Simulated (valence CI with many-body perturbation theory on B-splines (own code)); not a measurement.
Basis-set convergence for Re60+

Computed by configuration interaction combined with many-body perturbation theory (CI+MBPT): five valence electrons over a frozen Dirac-Fock core [Ne], radial functions for each j: 9 s, 9 p, 8 d, 6 f, 3 g, 1 h, with the one-electron correlation potential Σ1, the two-electron term Σ2, the three-electron term Σ3, Breit, model QED; selected CI, second order for the rest, scaled by the run's own slope (own B-spline code, finite nucleus).

The last digits are not significant, and no measured levels were compared; by estimate large intervals hold to a few tenths of a per cent, small ones and those within an open d or f shell to about a per cent. Among the levels kept, up to 1200 cm⁻¹ of a level comes from second order outside the variational space, and about a tenth of that is noise between levels of different J, which matters for small intervals.

The reference run has the lowest level (3s^2 3p1/2^2 3p3/2) J=3/2 and an ionisation energy of 6303.26 eV. Its largest variational space holds 20000 state functions.

Levels are named by their leading jj configuration (3d3/2^4 stands for four electrons in 3d with j = 3/2), which in mixed levels can hold well under half, so a name can repeat and another be missing. Letters in brackets count levels of one name in rising energy.

Changed runs:
A. basis 6 s, 6 p, 5 d, 3 f, 1 g
B. basis 5 s, 5 p, 4 d, 2 f

Excitation energies of the reference run in cm⁻¹, and shifts in cm⁻¹:

```csv
Level,Reference,A,B
(3s^2 3p1/2^2 3d3/2) J=3/2,1884620,+236,+677
(3s^2 3p1/2^2 3d5/2) J=5/2,2691010,+325,+927
(3s^2 3p1/2 3p3/2^2) J=3/2,2941950,-140,-441
(3s^2 3p1/2 3p3/2^2) J=5/2,3038450,+21,+101
(3s^2 3p1/2 3p3/2^2) J=1/2,3164640,+41,+230
(3s 3p1/2^2 3p3/2^2) J=5/2,4379390,-150,-421
(3s 3p1/2^2 3p3/2^2) J=3/2,4622130,-47,-169
(3s 3p1/2^2 3p3/2^2) J=1/2,4639480,-42,-27
(3s^2 3p1/2 3p3/2 3d3/2) J=5/2 [a],4804990,+106,+203
(3s^2 3p1/2 3p3/2 3d3/2) J=1/2 [a],4832290,+13,-32
(3s^2 3p1/2 3p3/2 3d3/2) J=3/2 [a],4834710,+67,+145
(3s^2 3p1/2 3p3/2 3d3/2) J=7/2,4905910,+315,+986
Ionisation energy (eV),6303.26,-0.041,-0.15
```
